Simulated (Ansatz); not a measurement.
Sb(OH)2(OMe) (CH5O3Sb), SMILES C[O][Sb]([OH])[OH].

The structure is a stationary point at B3LYP-D3(BJ)/def2-SVP. The structure was generated by enumeration; whether it is a known compound was not checked. The def2 effective core potentials stand for the cores of Sb; spin–orbit coupling is left out. One conformer was computed; it need not be the lowest.

Two levels are set side by side: PBE/def2-SVPD (Ansatz, a first-principles code) and PBE0/def2-SVPD (Ansatz). Energy differences of separate SCF runs at the same geometry; the states with an electron removed or added have multiplicity 2 and 2. Differences are taken from unrounded values.

```tsv
quantity	PBE0	PBE	PBE minus PBE0
vertical ionisation energy (eV)	9.97	9.54	-0.43
vertical singlet–triplet gap (eV)	4.78	4.53	-0.25
```
